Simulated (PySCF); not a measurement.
Electron correlation in C(2+) (carbon, charge +2)

[He] 2p2, high-spin 3P determinant (an excited configuration). All numbers are calculated (PySCF 2.14, the spin-free X2C one-electron Hamiltonian (Gaussian nucleus), in x2c-QZVPPall (7s4p3d2f1g, 57 functions)). Frozen: nothing; 4 electrons correlated.

```tsv
level	correlation energy (mhartree)
CCSD	-33.02
(T)	-0.04
CCSD(T)	-33.06
```

Diagnostics: T1 = 0.00086, D1 = 0.0014, largest double amplitude 0.019.

Cost of the coupled-cluster step: roughly 2.4 core-seconds, for 4 correlated electrons.

This basis was not built for core-valence correlation, so the inner-shell part is incomplete.
